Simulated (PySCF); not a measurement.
Input of a run (PBE0-D3(BJ)/def2-SVP geometry optimisation, gas phase, def2 core potentials past Kr (PySCF 2.14.0)), started from GFN2-xTB:
```
{"job": {"xc": "PBE0", "basis": "def2-SVP", "d3": "d3bj", "grid": 1, "maxiter": 30, "shake": 0.03, "kind": "geom"}, "charge": 0, "multiplicity": 1}
Nb     0.061590    -0.082990     0.056090
S     -0.046920    -0.032390     2.286570
O      1.578750    -0.684910    -0.265390
C      3.017290    -1.187270    -0.141190
H      3.190120    -1.246210     0.902150
H      3.619520    -0.544110    -0.680280
H      2.981540    -2.217400    -0.543220
O     -0.182780     1.764690    -0.266080
C     -0.418450     3.131030    -0.089420
H     -0.531520     3.371750     0.946040
H     -1.344990     3.409980    -0.664320
H      0.471190     3.649760    -0.543100
O     -1.486060    -1.048350    -0.308860
C     -2.548860    -1.907190    -0.169080
H     -2.706400    -2.165570     0.872540
H     -2.305800    -2.814750    -0.699600
H     -3.376760    -1.396670    -0.632610
```

Output (energies in Eh, forces in Eh/bohr):
```
step   0  E = -799.79960350  max force = 0.214029
step   1  E = -799.85440716  max force = 0.045171
step   2  E = -799.86062399  max force = 0.015996
step   3  E = -799.86198547  max force = 0.008891
step   4  E = -799.86232053  max force = 0.004330
step   5  E = -799.86256205  max force = 0.002093
step   6  E = -799.86280053  max force = 0.004130
step   7  E = -799.86298481  max force = 0.003609
step   8  E = -799.86310045  max force = 0.001798
step   9  E = -799.86313450  max force = 0.000543
step  10  E = -799.86314249  max force = 0.000437
optimisation converged
```

Problem. Summarise the run.

Solution. The energy falls by 166.8 kJ/mol over 11 energy and gradient evaluations, the largest force component goes from 0.2140 to 4.4e-04 Eh/bohr, and the atoms move by 0.156 Å rms after alignment. The bond that changes most is Nb1–O3 (ends: niobium bonded to 3 O and S; oxygen bonded to C and Nb), which lengthens by 0.207 Å. Bonds longer at the end by more than 0.005 Å: 9 of 16; shorter: 6. Among the angles that change most is Nb1–O3–C4, from 164.0° to 149.1°. The energy never rose by more than 1e-6 Eh on the way. The first step brought 86 % of the lowering.

Problem. What are the final bond lengths?

Solution. Nb1–S2 2.160 Å, Nb1–O3 1.871 Å, Nb1–O8 1.870 Å, Nb1–O13 1.869 Å, O3–C4 1.392 Å, C4–H5 1.104 Å, C4–H6 1.103 Å, C4–H7 1.103 Å, O8–C9 1.393 Å, C9–H10 1.104 Å, C9–H11 1.103 Å, C9–H12 1.103 Å, O13–C14 1.392 Å, C14–H15 1.104 Å, C14–H16 1.103 Å, C14–H17 1.103 Å. Numbering counts from 1 in the input's order; the species is NbS(OMe)3 (`C[O][Nb](=[S])([O]C)[O]C`).

The run used 178 basis functions and 90 SCF cycles in all. Hardware: an Arm Neoverse V1 with one thread, shared host with 32 logical CPUs at a one-minute load of 22. Cost: 3.7 min wall, 0.76 GiB resident at most.

No frequency check.
